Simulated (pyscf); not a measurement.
PySCF, gas phase, ωB97X-D3(BJ)/def2-SVP geometries. MP2 and CC: frozen core, UHF for open shells. ΔMP2 is the change of the MP2 total energy from the triple- to the quadruple-zeta basis.

Q: Estimate by transition-state theory (the high-pressure limit) the rate constant of cyclic H₃AsOSi (SMILES O1[SiH2][AsH]1) -> H₃Si–O–As: [singlet] (singlet surface; As–Si, As–H broken, H–Si formed) at 1200 K, with CCSD(T)/def2-TZVPP + ΔMP2(QZVPP) energies (ideal gas, 1 atm, RRHO with modes under 100 cm⁻¹ raised to 100, one conformer, R ln 2 for chiral ones without a mode under 150 cm⁻¹; no tunnelling).

A: The electronic barrier is 35.3 kcal/mol and the thermal terms add -0.1, so ΔG‡ = 35.2 kcal/mol. With k_BT/h = 2.50e+13 s⁻¹ and RT = 2.385 kcal/mol, k = 9.5e+06 s⁻¹; so small a molecule is far into fall-off at 1 atm, where the true rate is lower. Wigner's tunnelling factor for 430i cm⁻¹ would be 1.01. A shift of 1 kcal/mol in the barrier changes k by a factor 1.5. H₃Si–O–As: [singlet] is an excited spin state; a restricted singlet puts such a state too high. cyclic H₃AsOSi (SMILES O1[SiH2][AsH]1) lies 11.7 kcal/mol over its isomer HO–SiH=AsH (electronic energy, ωB97M-D3(BJ)). H₃Si–O–As: [singlet] lies 36.3 kcal/mol over its isomer HO–SiH=AsH (electronic energy, ωB97M-D3(BJ)). This is the saddle that the search found; another between the same sides may lie lower. A restricted solution here is unstable towards spin polarisation, so biradical character is likely and single-reference numbers are less safe. The CCSD(T) − MP2 part came from Ansatz, without density fitting, on the same reference. The largest closed-shell T1 diagnostic is 0.085, which may signal static correlation. The frozen core leaves the outer d or s,p core shells of the metals and heavy elements correlated in the MP2 and CC values, and def2-TZVPP describes them poorly, which can shift differences by a few kcal/mol. Elements up to Kr have no core potential and no relativistic terms here.
